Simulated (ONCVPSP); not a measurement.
# C: ONCV pseudisation with PW91, scalar-relativistic reference atom.

```
Element                 : carbon
Generator               : ONCVPSP 4.0.1
Type                    : optimised norm-conserving Vanderbilt (ONCV)
Functional              : PW91
Relativity              : scalar-relativistic
Frozen core             : [He]
Valence charge          : 4
Reference configuration : 2s2 2p1 (charge +1)
Partial waves           : 2s: rc 1.15 bohr, ncon 3, nbas 6, qcut 6.6 1/bohr, 2 projectors, debl 2.6 Ha; 2p: rc 2.80 bohr, ncon 4, nbas 7, qcut 5.5 1/bohr, 2 projectors, debl 2.8 Ha; d scattering state at 0.32 Ha: rc 2.50 bohr, ncon 4, nbas 8, qcut 4.3 1/bohr, 1 projector
Local potential         : polynomial inside 1.00 bohr (lpopt 3, dvloc0 2 Ha)
Core correction         : Teter function, fcfact 6, rcfact 1.3
```

All-electron outer shells of the reference configuration (PW91, scalar-relativistic, ld1.x):

```csv
shell,level (eV),outermost node (bohr),outermost maximum (bohr)
1s,-288.75,–,0.17
2s,-25.82,0.38,1.17
2p,-17.08,–,1.10
```

(1) Estimate the cutoffs (Ha) at which the residual kinetic energy of the hardest occupied pseudo-wave falls to 1 and 0.1 mHa per electron.

(2) What does a ghost test show?

(3) Which valence shell sets the plane-wave cutoff?

(4) Tests: 2s2 2p2; 2s2 2p0; 2s1 2p0; 2s1 2p2. Which has the largest error in its energy relative to the reference configuration, and how large is it?

## Answers

(1) 18 Ha and 34 Ha.

(2) No bound ghost flagged; no localised positive-energy state flagged.

(3) 2s: 18 Ha for 1 mHa per electron, against 9 Ha for 2p.

(4) 2s1 2p0, with +966 meV (all-electron minus pseudo) on +72.49 eV.
